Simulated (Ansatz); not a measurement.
Reaction (ligand exchange at a Cd–C bond): `[CH3][Cd][CH3]` + H₂S → `[CH3][Cd][SH]` + CH₄

Program: Ansatz. Geometries: PBE0-D4/def2-TZVP. ΔE: electronic, gas phase. CCSD(T)/CBS adds triple-zeta CCSD(T) − MP2 to the extrapolated MP2 energy (def2 sets, frozen cores). This one scheme is used for every species. DFT in def2-TZVPP. B3LYP here is the variant with VWN-RPA as its local correlation; programs differ in this. def2 core potentials past Kr. For Cd outer-core shells are correlated without core-valence functions, which leaves a few kJ/mol of doubt a bond. Each species was taken in one conformer, which may not be the lowest.

`[CH3][Cd][CH3]`:

Cartesian coordinates in Å:
```
C -0.921 0.914 -1.668
Cd 0.000 0.000 0.000
C 0.921 -0.914 1.668
H -1.671 0.251 -2.104
H -0.181 1.147 -2.436
H -1.414 1.843 -1.374
H 0.536 -1.925 1.814
H 2.002 -0.977 1.524
H 0.729 -0.339 2.576
```

H₂S:

Cartesian coordinates in Å:
```
S 0.616 -0.027 0.055
H -0.269 -0.603 -0.772
H -0.348 0.630 0.717
```

`[CH3][Cd][SH]`:

Cartesian coordinates in Å:
```
C -0.426 -0.160 -1.367
Cd 0.434 -0.018 0.549
S 1.424 0.128 2.677
H 0.093 0.503 -2.058
H -1.477 0.127 -1.322
H -0.354 -1.185 -1.732
H 0.307 0.605 3.253
```

CH₄:

Cartesian coordinates in Å:
```
C 0.000 0.000 0.000
H 0.531 0.755 -0.579
H 0.456 -0.089 0.986
H 0.058 -0.959 -0.514
H -1.044 0.292 0.107
```

```csv
level,ΔE (kJ/mol),difference from CCSD(T)/CBS
LDA (SPW92),-116.7,9.1
revPBE-D4,-121.7,4.1
BHLYP-D4,-134.1,-8.3
PBE-QIDH,-127.3,-1.5
revPBE,-123.4,2.4
BLYP,-123.0,2.8
r2SCAN,-128.8,-3.0
PBE0,-127.2,-1.4
B3LYP,-126.6,-0.8
BHLYP,-132.9,-7.1
CAM-B3LYP,-124.7,1.1
MP2/def2-SVP,-125.6,0.2
CCSD/def2-SVP,-126.0,-0.2
SCS-MP2/def2-QZVPP,-124.1,1.7
MP2/CBS(def2),-126.3,-0.5
CCSD/CBS(def2),-127.8,-2.0
CCSD(T)/CBS,-125.8,0
```

Largest T1 diagnostic among the species: 0.012.

In def2-TZVPP, CCSD(T) changes the Hartree–Fock value by +26.0 kJ/mol (the triples alone add +2.0 kJ/mol) and MP2 by +25.5 kJ/mol. From BLYP to BHLYP (50 % exact exchange), in def2-TZVPP and without D4, ΔE moves by −9.9 kJ/mol. Leaving LDA and LC-ωPBE aside and taking each functional with its dispersion term where it has one, the values spread over 12.4 kJ/mol, from BHLYP-D4 to revPBE-D4. LDA lies +5.7 kJ/mol from PBE without D4.
